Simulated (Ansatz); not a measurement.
C₂H₆NSi (`C=C[N][SiH3]`) radical, charge 0, multiplicity 2.

(1) Give a relaxed structure at PBE0-D4/def2-TZVP (the Gaussian-basis code of Ansatz). (Best estimate.)

Results:

(1) The calculation gave: 
Z-matrix (Å, degrees):
```
Si
N 1 1.734
H 1 1.495 2 112.9
H 1 1.485 2 108.3 3 -121.0
H 1 1.485 2 108.3 3 121.0
C 2 1.300 1 124.1 3 -0.0
C 6 1.397 2 121.7 1 180.0
H 6 1.100 2 121.7 1 -0.0
H 7 1.083 6 119.4 2 0.0
H 7 1.083 6 121.2 2 -180.0
```
Point group Cs.
This is one stationary point; other conformers may exist.
